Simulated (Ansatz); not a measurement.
Frontier orbitals of C3H10O5W (`C[O][W](=[O])([OH])([O]C)[O]C`).

```xyz
19

C     2.219    2.043   -1.391
O     0.930    1.534   -1.251
W    -0.145    0.496   -0.133
O    -1.491    1.495    0.136
O     1.247    0.893    1.151
O    -0.614   -0.893    1.098
C    -1.095   -0.807    2.406
O    -0.491   -0.772   -1.471
C    -1.306   -1.904   -1.600
H     2.165    3.090   -1.701
H     2.765    1.475   -2.150
H     2.745    1.970   -0.434
H     1.297    0.353    1.942
H    -1.957   -0.133    2.462
H    -1.389   -1.803    2.748
H    -0.326   -0.431    3.095
H    -0.836   -2.605   -2.293
H    -2.287   -1.618   -1.989
H    -1.431   -2.384   -0.624
```

The species carries charge 0 and has multiplicity 1. Correlated methods include outer-core shells of W, which these sets cover unevenly. W: def2 effective core potential. Geometry: relaxed with PBE0-D4/def2-TZVP. It is one conformer, not always the lowest. Basis def2-TZVPP, the Gaussian-basis code of Ansatz.

```json
{"functional": "ωB97M-V", "HOMO (eV)": "-10.48", "LUMO (eV)": "0.14"}
```

Task: Give HOMO and LUMO (eV) with LDA (SPW92), PBE, revPBE, BLYP, r2SCAN, B97M-V, PBE0, B3LYP, r2SCANh, r2SCAN0, HSE06 (plane-wave form), BHLYP, CAM-B3LYP, LC-ωPBE, ωB97X-V, HF. (An estimate is asked.)

Result: Computed: 
```json
{"functional": "LDA (SPW92)", "HOMO": "-6.74", "LUMO": "-2.88"}
{"functional": "PBE", "HOMO": "-6.56", "LUMO": "-2.66"}
{"functional": "revPBE", "HOMO": "-6.48", "LUMO": "-2.58"}
{"functional": "BLYP", "HOMO": "-6.47", "LUMO": "-2.56"}
{"functional": "r2SCAN", "HOMO": "-6.90", "LUMO": "-2.61"}
{"functional": "B97M-V", "HOMO": "-7.03", "LUMO": "-2.63"}
{"functional": "PBE0", "HOMO": "-8.12", "LUMO": "-1.95"}
{"functional": "B3LYP", "HOMO": "-7.89", "LUMO": "-2.17"}
{"functional": "r2SCANh", "HOMO": "-7.49", "LUMO": "-2.34"}
{"functional": "r2SCAN0", "HOMO": "-8.37", "LUMO": "-1.91"}
{"functional": "HSE06 (plane-wave form)", "HOMO": "-7.72", "LUMO": "-2.33"}
{"functional": "BHLYP", "HOMO": "-9.66", "LUMO": "-1.06"}
{"functional": "CAM-B3LYP", "HOMO": "-9.56", "LUMO": "-0.88"}
{"functional": "LC-ωPBE", "HOMO": "-10.86", "LUMO": "0.30"}
{"functional": "ωB97X-V", "HOMO": "-10.55", "LUMO": "0.19"}
{"functional": "HF", "HOMO": "-12.11", "LUMO": "1.73"}
```

B3LYP here is the variant with VWN-RPA as its local correlation; programs differ in this. LC-ωPBE has ω = 0.4 bohr⁻¹. Positive LUMOs are unbound and depend on the basis.
